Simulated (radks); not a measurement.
All-electron atom: the antimony ion Sb2+ in [Kr] 4d10 5s2 5p1 (the NIST ground configuration).

Calculated with a radial shooting solver on a logarithmic mesh with Libxc functionals: Dirac Kohn-Sham, SOGGA, spin-unpolarised, spherical densities, point nucleus; open shells fill j = l - 1/2 first.

Energy parts (eV):
part                       energy
total                 -176314.103
kinetic                186055.987
electron-nucleus      -427364.514
Hartree                 69534.965
exchange-correlation    -4540.540

Orbitals (lengths in bohr, moments of r in powers of bohr):
\begin{tabular}{lrrr}
orbital & occ. & eigenvalue (eV) & <1/r> \\ \hline
1s1/2 & 2 & -30287.67 & 54.31 \\
2s1/2 & 2 & -4623.114 & 12.62 \\
2p1/2 & 2 & -4326.860 & 12.60 \\
2p3/2 & 4 & -4075.235 & 11.70 \\
3s1/2 & 2 & -920.8441 & 4.474 \\
3p1/2 & 2 & -799.7251 & 4.384 \\
3p3/2 & 4 & -753.2963 & 4.162 \\
3d3/2 & 4 & -539.2355 & 4.012 \\
3d5/2 & 6 & -529.5835 & 3.954 \\
4s1/2 & 2 & -166.6991 & 1.771 \\
4p1/2 & 2 & -125.7228 & 1.657 \\
4p3/2 & 4 & -117.1091 & 1.584 \\
4d3/2 & 4 & -52.2851 & 1.309 \\
4d5/2 & 6 & -51.0330 & 1.291 \\
5s1/2 & 2 & -29.2436 & 0.6216 \\
5p1/2 & 1 & -20.5101 & 0.5263 \\
5p3/2 & 0 & -19.6261 & 0.5069 \\
\end{tabular}

The highest occupied level is 5p1/2 at -20.510 eV. The density falls to 0.001 e/bohr^3 at r = 3.85 bohr.
